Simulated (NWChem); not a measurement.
System: C₂H₂ClFSi; SMILES C#C[Si@H](F)Cl

NWChem input:

```
start job
memory heap 200 mb stack 900 mb global 1100 mb
geometry units angstroms noautosym nocenter noautoz
  C      0.821979    -2.641006    -0.231885
  C      0.320121    -1.559868     0.009950
  Si    -0.430179     0.044788     0.415131
  F     -1.794099     0.208489    -0.432805
  Cl     0.841715     1.551084    -0.135189
  H      1.267081    -3.596652    -0.449937
  H     -0.756528     0.165306     1.850366
end
basis spherical
  C library sadlej_pvtz
  Si library sadlej_pvtz
  F library sadlej_pvtz
  Cl library sadlej_pvtz
  H library sadlej_pvtz
end
dft
  xc xpbe96 cpbe96
  iterations 150
end
property
  response 1 0.0
end
task dft property
```

Excerpt of the output:

```
             Northwest Computational Chemistry Package (NWChem) 7.3.0
             --------------------------------------------------------

                             Geometry "geometry" -> ""
                             -------------------------

 Output coordinates in angstroms (scale by  1.889725989 to convert to a.u.)

  No.       Tag          Charge          X              Y              Z
 ---- ---------------- ---------- -------------- -------------- --------------
    1 C                    6.0000     0.82197900    -2.64100600    -0.23188500
    2 C                    6.0000     0.32012100    -1.55986800     0.00995000
    3 Si                  14.0000    -0.43017900     0.04478800     0.41513100
    4 F                    9.0000    -1.79409900     0.20848900    -0.43280500
    5 Cl                  17.0000     0.84171500     1.55108400    -0.13518900
    6 H                    1.0000     1.26708100    -3.59665200    -0.44993700
    7 H                    1.0000    -0.75652800     0.16530600     1.85036600

 Effective nuclear repulsion energy (a.u.)     253.3882045328

  pbe96 is a nonlocal functional; adding pw91lda local functional.
                              NWChem Property Module
                              ----------------------

                                 NWChem DFT Module
                                 -----------------

 Summary of "ao basis" -> "ao basis" (spherical)
 ------------------------------------------------------------------------------
       Tag                 Description            Shells   Functions and Types
 ---------------- ------------------------------  ------  ---------------------
 C                        sadlej pvtz               10       24   5s3p2d
 Si                       sadlej pvtz               14       32   7s5p2d
 F                        sadlej pvtz               10       24   5s3p2d
 Cl                       sadlej pvtz               14       32   7s5p2d
 H                        sadlej pvtz                5        9   3s2p

            General Information
            -------------------
          SCF calculation type: DFT
          Wavefunction type:  closed shell.
          No. of atoms     :     7
          No. of electrons :    54
           Alpha electrons :    27
            Beta electrons :    27
          Charge           :     0
          Spin multiplicity:     1
          Use of symmetry is: off; symmetry adaption is: off
          Maximum number of iterations: 150
          AO basis - number of functions:   154
                     number of shells:    68
          Convergence on energy requested:  1.00D-06
          Convergence on density requested:  1.00D-05
          Convergence on gradient requested:  5.00D-04

              XC Information
              --------------
          PerdewBurkeErnzerhof Exchange Functional  1.000
            Perdew 1991 LDA Correlation Functional  1.000 local
           PerdewBurkeErnz. Correlation Functional  1.000 non-local

             Grid Information
             ----------------
          Grid used for XC integration:  medium
          Radial quadrature: Mura-Knowles
          Angular quadrature: Lebedev.
          Tag              B.-S. Rad. Rad. Pts. Rad. Cut. Ang. Pts.
          ---              ---------- --------- --------- ---------
          C                   0.70       49          15.0       434
          Si                  1.10       88          16.0       590
          F                   0.50       49          16.0       434
          Cl                  1.00       88          17.0       590
          H                   0.35       45          17.0       434
          Grid pruning is: on
          Number of quadrature shells:   413
          Spatial weights used:  Erf1

      Superposition of Atomic Density Guess
      -------------------------------------

 Sum of atomic energies:        -924.06338872

      Non-variational initial energy
      ------------------------------

 Total energy =    -925.639973
 1-e energy   =   -1780.626206
 2-e energy   =     601.598028
 HOMO         =      -0.365030
 LUMO         =      -0.012154

   convergence    iter        energy       DeltaE   RMS-Dens  Diis-err
 ---------------- ----- ----------------- --------- --------- ---------
 d= 0,ls=0.0,diis     1   -926.4115294592 -1.18D+03  6.73D-02  1.70D+00
 d= 0,ls=0.0,diis     2   -926.2522558513  1.59D-01  4.08D-02  2.74D+00
 d= 0,ls=0.0,diis     3   -926.4777272436 -2.25D-01  7.29D-03  4.10D-01
 d= 0,ls=0.0,diis     4   -926.5081990393 -3.05D-02  4.16D-03  3.93D-02
 d= 0,ls=0.0,diis     5   -926.5120672534 -3.87D-03  1.05D-03  1.08D-02
  Resetting Diis
 d= 0,ls=0.0,diis     6   -926.5130269508 -9.60D-04  5.86D-04  4.22D-03
 d= 0,ls=0.0,diis     7   -926.5135732501 -5.46D-04  3.12D-04  8.18D-05
 d= 0,ls=0.0,diis     8   -926.5135413477  3.19D-05  2.04D-04  3.44D-04
 d= 0,ls=0.0,diis     9   -926.5135781233 -3.68D-05  4.77D-05  3.84D-05
 d= 0,ls=0.0,diis    10   -926.5135828243 -4.70D-06  1.63D-05  2.43D-06
 d= 0,ls=0.0,diis    11   -926.5135831033 -2.79D-07  5.59D-06  7.64D-08

         Total DFT energy =     -926.513583103296
      One electron energy =    -1783.200743208206
           Coulomb energy =      673.930623304043
    Exchange-Corr. energy =      -70.631667731905
 Nuclear repulsion energy =      253.388204532772

[...]

 DFT Linear Response polarizability / au
 Frequency  =       0.0000000 / au
              X              Y              Z
 -----------------------------------------------
 X      56.8247018     -4.4962468     -4.0792388
 Y      -4.4962451     81.8364412      2.8527430
 Z      -4.0792349      2.8527463     51.3752980
 -----------------------------------------------
 Eigenvalues =      57.8317436     83.0154892     49.1892081
 Isotropic   =      63.3454803
 Anisotropic =      30.4395446
 -----------------------------------------------

 Magnetic Dipole Response Matrix (nonzero elements):

 Exiting AOResponse driver routine
```

Level: PBE/Sadlej pVTZ. Geometry: optimised at PBE0/def2-SVP.
